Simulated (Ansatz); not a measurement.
Breaking a bond: SiH, doublet.

Computed with: UMP2 = MP2 on UHF/aug-cc-pVDZ, frozen core run with Ansatz (an electronic-structure program); ROCCSD(T) = CCSD(T) on ROHF/aug-cc-pVDZ, frozen core (Ansatz); UHF/aug-cc-pVDZ (Ansatz).

Energies are in eV, each relative to the lowest point of its own curve near equilibrium.

| R / Å | UMP2 | ROCCSD(T) | UHF |
|---|---|---|---|
| 1.16 | 1.993 | 1.937 | 1.886 |
| 1.24 | 1.098 | 1.056 | 1.010 |
| 1.29 | 0.711 | 0.677 | 0.636 |
| 1.39 | 0.228 | 0.210 | 0.183 |
| 1.46 | 0.061 | 0.055 | 0.040 |
| 1.48 | 0.033 | 0.030 | 0.019 |
| 1.53 | 0.000 | 0.000 | 0.000 |
| 1.57 | 0.009 | 0.004 | 0.013 |
| 1.61 | 0.039 | ___ | 0.048 |
| 1.71 | 0.184 | 0.155 | 0.205 |
| 1.80 | 0.373 | 0.325 | 0.407 |
| 1.94 | 0.728 | 0.644 | 0.787 |
| 2.11 | 1.259 | 1.061 | 1.271 |
| 2.32 | 1.915 | 1.550 | 1.683 |
| 2.50 | ___ | 1.915 | 1.883 |
| 2.76 | 2.497 | 2.326 | ___ |
| 3.03 | 2.624 | 2.598 | 2.109 |
| 3.38 | ___ | — | 2.151 |
| 3.81 | ___ | — | 2.170 |
| 4.14 | 2.745 | — | 2.175 |
| 4.59 | ___ | — | 2.178 |
| 5.36 | 2.755 | — | 2.179 |
| 6.15 | 2.756 | — | 2.179 |

### Question
Fill in the missing entries.

### Answer

- 1.61, ROCCSD(T): 0.028
- 2.50, UMP2: 2.243
- 2.76, UHF: 2.035
- 3.38, UMP2: 2.698
- 3.81, UMP2: 2.734
- 4.59, UMP2: 2.751

A dash means that the run gave no value there, or that the column was ended at a point which the program doubted or which failed a test of continuity chosen for this set; such a test can also cut sound points.

The unrestricted determinant behind UMP2, UHF is spin-contaminated at 1.16 to 1.29, 2.11 to 6.15 Å (<S²> up to 1.8, against 0.75 for a pure doublet). The T1 diagnostic of CCSD on the restricted reference of ROCCSD(T) exceeds 0.045 at 2.50 to 3.03 Å.
